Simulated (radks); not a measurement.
Values are calculated unless marked as measured or tabulated.
All-electron atom: Ho+ in [Xe] 4f10 6s1 6p1 (not the ground configuration).

Code: a radial shooting solver on a logarithmic mesh with Libxc functionals. Model: scalar-relativistic Kohn-Sham, BLYP, spin-polarised, spherical densities, finite nucleus; open shells are filled with parallel spins first (spin-orbit coupling, left out, can overturn this in heavy ions); Fermi nuclear charge, rms radius 5.2022 fm.

Energy parts (hartree):
| part | energy |
|---|---|
| total | -12615.6260 |
| kinetic | 13641.7375 |
| electron-nucleus | -30874.9313 |
| Hartree | 4888.1302 |
| exchange-correlation | -270.5624 |

Orbitals (lengths in bohr, moments of r in powers of bohr; r(90%) holds 90 % of the orbital's charge):
| orbital | occ. | eigenvalue (hartree) | r(90%) | <r^4> |
|---|---|---|---|---|
| 1s up | 1 | -2039.956 | 0.0376 | 9.254e-07 |
| 1s down | 1 | -2039.955 | 0.0376 | 9.254e-07 |
| 2s up | 1 | -341.7445 | 0.136 | 0.0001447 |
| 2s down | 1 | -341.7424 | 0.136 | 0.0001447 |
| 2p up | 3 | -302.8736 | 0.127 | 0.0001095 |
| 2p down | 3 | -302.8719 | 0.127 | 0.0001095 |
| 3s up | 1 | -76.84738 | 0.337 | 0.005504 |
| 3s down | 1 | -76.78433 | 0.337 | 0.005492 |
| 3p up | 3 | -64.96663 | 0.342 | 0.005801 |
| 3p down | 3 | -64.90375 | 0.342 | 0.005786 |
| 3d up | 5 | -49.86995 | 0.324 | 0.004572 |
| 3d down | 5 | -49.82165 | 0.323 | 0.004555 |
| 4s up | 1 | -15.73201 | 0.744 | 0.1338 |
| 4s down | 1 | -15.59469 | 0.745 | 0.1339 |
| 4p up | 3 | -11.81618 | 0.799 | 0.1762 |
| 4p down | 3 | -11.68111 | 0.799 | 0.1767 |
| 4d up | 5 | -6.52405 | 0.893 | 0.2735 |
| 4d down | 5 | -6.39183 | 0.895 | 0.2760 |
| 5s up | 1 | -2.38769 | 1.80 | 4.579 |
| 5s down | 1 | -2.32237 | 1.82 | 4.734 |
| 5p up | 3 | -1.44500 | 2.15 | 9.233 |
| 5p down | 3 | -1.39570 | 2.17 | 9.547 |
| 4f up | 7 | -0.75236 | 1.34 | 1.778 |
| 4f down | 3 | -0.63443 | 1.39 | 2.122 |
| 6s up | 1 | -0.42850 | 4.81 | 230.4 |
| 6s down | 0 | -0.38409 | 4.82 | 233.1 |
| 6p up | 1 | -0.26877 | 6.04 | 572.7 |

The highest occupied level is 6p up at -7.314 eV. The configuration is held as typed, so some empty levels lie below it. The electron density at the nucleus is 8.477e+05 e/bohr^3 (large components only). The density falls to 0.001 e/bohr^3 at r = 4.97 bohr. The spin density at the nucleus is 50.20 e/bohr^3 (1s 0.10, 2s -0.76, 3s -11.82, 4s 2.89, 5s 10.47, 6s 49.32). Summed over all electrons, <r^2> = 66.42 bohr^2, which gives a Langevin (diamagnetic) susceptibility term of -52.6 x 10^-6 cm^3/mol.
